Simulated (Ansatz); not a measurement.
`[F][Hf]([F])([F])[SeH]` + `N=C=O` → `O=C=[N][Hf]([F])([F])[F]` + H₂Se at 600 K and 1 bar (ligand exchange at the Hf–Se bond).

Computed with Ansatz on PBE0-D4/def2-TZVP structures; ΔE is electronic, products minus reactants. CCSD(T)/CBS adds triple-zeta CCSD(T) − MP2 to the extrapolated MP2 energy (def2 sets, frozen cores). This one scheme is used for every species. def2 core potentials past Kr. For Hf, Se outer-core shells are correlated without core-valence functions, which leaves a few kJ/mol of doubt a bond. Scalar relativity is left out up to krypton. Each species was taken in one conformer, which may not be the lowest.

| species | CCSD(T)/CBS energy (Eh) | H − E (kJ/mol) | S (J/(mol·K)) |
| --- | --- | --- | --- |
| `[F][Hf]([F])([F])[SeH]` | -2748.87958 | 93.2 | 476.9 |
| `N=C=O` | -168.51995 | 83.3 | 274.5 |
| `O=C=[N][Hf]([F])([F])[F]` | -515.51547 | 114.1 | 484.6 |
| H₂Se | -2401.89790 | 57.0 | 244.8 |

H − E and S are ideal-gas, rigid-rotor, harmonic terms from PBE0-D4/def2-TZVP, for one conformer and one mirror image of each species. 1 Eh = 2625.50 kJ/mol, R = 8.31446 J/(mol·K).

**Question.** By hand: ΔE, ΔH, ΔS and ΔG.

**Answer.** ΔE = (-515.51547) + (-2401.89790) − (-2748.87958) − (-168.51995) = -0.01384 Eh = -36.3 kJ/mol. Δ(H − E) = 114.1 + 57.0 − 93.2 − 83.3 = -5.4, so ΔH = -41.7 kJ/mol. ΔS = 484.6 + 244.8 − 476.9 − 274.5 = -22.0 J/(mol·K). ΔG = -41.7 − 600 × (-22.0)/1000 = -28.5 kJ/mol.

**Question.** By hand: the equilibrium constant, and the temperature at which ΔG would vanish if ΔH and ΔS stayed fixed.

**Answer.** log₁₀ K = −ΔG/(RT ln 10) = 2.5. ΔG = 0 at ΔH/ΔS = 1895 K.

ΔH outweighs TΔS. A doubt of 5 kJ/mol in ΔE shifts log₁₀ K by 0.4 here. Other conformers and mirror images would add mixing entropy, several J/(mol·K) or more a flexible species. Modes under 60 cm⁻¹, often nearly free rotors, make the harmonic entropy too high. These are equilibria of isolated gas molecules and say nothing of rates. Largest T1 diagnostic: 0.018 (customary marks: 0.02 for closed shells, 0.045 for open ones).
